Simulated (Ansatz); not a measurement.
`B[SiH2]N[SiH3]` + `[CH3][GeH2][F]` → `[CH3][GeH]([F])[SiH3]` + `B[SiH2]N` at 600 K and 1 bar (formal exchange of groups at the Si–N bond).

Program: Ansatz. Geometries: PBE0-D4/def2-TZVP. ΔE: electronic, gas phase. CCSD(T)/CBS is the MP2 limit (def2-TZVPP, def2-QZVPP) plus CCSD(T) − MP2 in def2-TZVPP, frozen cores. For Ge outer-core shells are correlated without core-valence functions, which leaves a few kJ/mol of doubt a bond. Scalar relativity is left out up to krypton. Each species was taken in one conformer, which may not be the lowest.

```json
{"species": "`B[SiH2]N[SiH3]`", "CCSD(T)/CBS energy (Eh)": "-662.46710", "H − E (kJ/mol)": "276.0", "S (J/(mol·K))": "475.6"}
{"species": "`[CH3][GeH2][F]`", "CCSD(T)/CBS energy (Eh)": "-2217.00316", "H − E (kJ/mol)": "188.8", "S (J/(mol·K))": "369.8"}
{"species": "`[CH3][GeH]([F])[SiH3]`", "CCSD(T)/CBS energy (Eh)": "-2507.28788", "H − E (kJ/mol)": "255.3", "S (J/(mol·K))": "467.4"}
{"species": "`B[SiH2]N`", "CCSD(T)/CBS energy (Eh)": "-372.16627", "H − E (kJ/mol)": "216.6", "S (J/(mol·K))": "383.8"}
```

H − E and S are ideal-gas, rigid-rotor, harmonic terms from PBE0-D4/def2-TZVP, for one conformer and one mirror image of each species. 1 Eh = 2625.50 kJ/mol, R = 8.31446 J/(mol·K).

By hand: ΔE, ΔH, ΔS and ΔG.

ΔE = (-2507.28788) + (-372.16627) − (-662.46710) − (-2217.00316) = 0.01611 Eh = 42.3 kJ/mol. Δ(H − E) = 255.3 + 216.6 − 276.0 − 188.8 = 7.1, so ΔH = 49.4 kJ/mol. ΔS = 467.4 + 383.8 − 475.6 − 369.8 = 5.8 J/(mol·K). ΔG = 49.4 − 600 × (5.8)/1000 = 45.9 kJ/mol.

By hand: the equilibrium constant, and the temperature at which ΔG would vanish if ΔH and ΔS stayed fixed.

log₁₀ K = −ΔG/(RT ln 10) = -4.0. ΔG = 0 at ΔH/ΔS = 8517 K, far beyond where these terms or the molecules hold.

The number of gas molecules stays the same, so ΔS is small and ΔH decides. A doubt of 5 kJ/mol in ΔE shifts log₁₀ K by 0.4 here. Other conformers and mirror images would add mixing entropy, several J/(mol·K) or more a flexible species. Modes under 60 cm⁻¹, often nearly free rotors, make the harmonic entropy too high. These are equilibria of isolated gas molecules and say nothing of rates. Largest T1 diagnostic: 0.012 (customary marks: 0.02 for closed shells, 0.045 for open ones).
